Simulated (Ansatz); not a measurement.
Cost and result for the atomization energy of `NC(=S)[O][AlH2]` (9 atoms, 8 bonds).

Z-matrix (Å, degrees):
```
N
C 1 1.348
H 1 1.006 2 122.0
H 1 1.003 2 118.2 3 -179.8
S 2 1.642 1 123.0 3 179.9
O 2 1.327 1 114.5 3 -0.2
Al 6 1.706 2 142.0 1 0.3
H 7 1.568 6 116.8 2 180.0
H 7 1.583 6 116.2 2 -0.0
```

Total charge 0; spin multiplicity 1. All single points use the PBE0-D4/def2-TZVP geometry. It is one conformer, not always the lowest. Program: Ansatz. All runs use 4 threads of an Arm Neoverse V2 on a shared host. Times are those of one run each, without the atoms' runs, and a repeat can differ threefold. Electronic energies, without spin–orbit coupling; frozen cores. CCSD(T)/CBS adds CCSD(T) − MP2 in def2-TZVPP to the MP2 limit, and its time is that of the two runs behind it. T1 = 0.017. B3LYP takes the VWN-RPA correlation (the form of Gaussian; ORCA's B3LYP/G).

CCSD(T)/CBS is a level of theory with its own doubt, some kJ/mol a heavy atom from the limit and from the frozen cores, so smaller differences don't rank the functionals.

```
                             level  functions  wall time
   PBE-D4/def2-TZVPP (with forces)        233      1.8 s
                PBE0-D4/def2-TZVPP        233        2 s
 B3LYP-D4/def2-TZVPP (with forces)        233      3.1 s
r2SCAN-D4/def2-TZVPP (with forces)        233      3.7 s
                 B2PLYP/def2-TZVPP        233      3.9 s
                ωB97X-V/def2-TZVPP        233      5.5 s
  ωB97M-V/def2-TZVPP (with forces)        233        8 s
                    MP2/def2-QZVPP        431       12 s
                CCSD(T)/def2-TZVPP        233       66 s
                 CCSD(T)/CBS(def2)          –       78 s
```

(1) What atomization energy does each give, and how far from CCSD(T)/CBS? (Best estimate.)

## Answers

(1) Ansatz gave: 
| level | atomization (kcal/mol) | difference from CCSD(T)/CBS | per bond |
| --- | --- | --- | --- |
| PBE-D4/def2-TZVPP (with forces) | 782.3 | 24.3 | 3.0 |
| PBE0-D4/def2-TZVPP | 759.0 | 1.0 | 0.1 |
| B3LYP-D4/def2-TZVPP (with forces) | 760.0 | 2.0 | 0.3 |
| r2SCAN-D4/def2-TZVPP (with forces) | 763.2 | 5.2 | 0.7 |
| B2PLYP/def2-TZVPP | 750.0 | -8.0 | -1.0 |
| ωB97X-V/def2-TZVPP | 763.6 | 5.6 | 0.7 |
| ωB97M-V/def2-TZVPP (with forces) | 764.0 | 6.0 | 0.8 |
| MP2/def2-QZVPP | 767.7 | 9.7 | 1.2 |
| CCSD(T)/def2-TZVPP | 731.3 | -26.7 | -3.3 |
| CCSD(T)/CBS(def2) | 758.0 | 0.0 | 0.0 |

The D4 term adds +7.9 kcal/mol with B3LYP and +4.1 kcal/mol with PBE0; it sums over pairs of atoms, weighted by their polarisabilities, and B3LYP, whose exchange is more repulsive, gets the larger term. In def2-TZVPP, CCSD(T) changes the Hartree–Fock value by +223.4 kcal/mol (the triples alone add +16.4 kcal/mol) and MP2 by +243.9 kcal/mol; breaking electron pairs costs correlation energy, which Hartree–Fock lacks. From PBE to PBE0 (25 % exact exchange), in def2-TZVPP and without D4, the atomization energy moves by −22.6 kcal/mol: exact exchange takes away binding that semilocal exchange gives to molecules.
